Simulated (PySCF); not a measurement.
Level of theory: PBE0 in PySCF with In def2-TZVP with ECP28, S def2-TZVP, Br def2-TZVP; scalar-relativistic core potentials, no spin–orbit coupling; density-fitted integrals. Open shells, if any, are unrestricted.

**Question.** What shape and geometry does isolated singlet InSBr take (every ligand bound to In)?

**Answer.** Counting electrons, indium keeps none of its valence electrons outside its bonds, so the VSEPR class is AX2 and the expected shape is linear; with unlike ligands the computed point group is C∞v. The lowest minimum found is a singlet of C∞v symmetry with In–Br 2.412 Å, In–S 2.186 Å; Br–In–S 180.0°. Its harmonic wavenumbers are 82 (π), 257 (σ+), 492 (σ+) cm⁻¹ and its dipole moment is 2.74 D.

Other isomers or separated fragments may lie lower.
